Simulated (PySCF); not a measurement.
B(H)(Et)(Vi), SMILES C(=C)BCC (B3LYP/def2-SVP optimised geometry):

```
14

B      0.740     0.017     0.000
H      1.956     0.017     0.000
C      0.086    -1.413     0.040
C     -1.428    -1.646    -0.008
H      0.503    -1.849     0.975
H      0.595    -2.016    -0.739
H     -1.857    -1.342    -0.977
H     -1.956    -1.082     0.777
H     -1.678    -2.711     0.130
C      0.059     1.418     0.000
C     -1.214     1.686    -0.353
H      0.687     2.287     0.240
H     -1.602     2.711    -0.398
H     -1.919     0.899    -0.633
```

Method: B3LYP/def2-TZVP (PySCF 2.14.0).

**Question.** What are the frontier orbital energies and the dipole moment?

**Answer.** HOMO-2 -8.52 eV, HOMO-1 -8.22 eV, HOMO -7.83 eV, LUMO -1.89 eV, LUMO+1 0.70 eV; dipole moment 0.83 D.

On the same geometry PBE/def2-TZVP (PySCF) gives HOMO-2 -7.33 eV, HOMO-1 -7.11 eV, HOMO -6.88 eV, LUMO -2.66 eV, LUMO+1 0.12 eV; dipole moment 0.85 D.

Meta-Löwdin charges at B3LYP/def2-TZVP: B1 0.10, H2 -0.01, C3 -0.29, C4 -0.32, H5 0.13, H6 0.12, H7 0.10, H8 0.10, H9 0.10, C10 -0.20, C11 -0.17, H12 0.11, H13 0.12, H14 0.12.
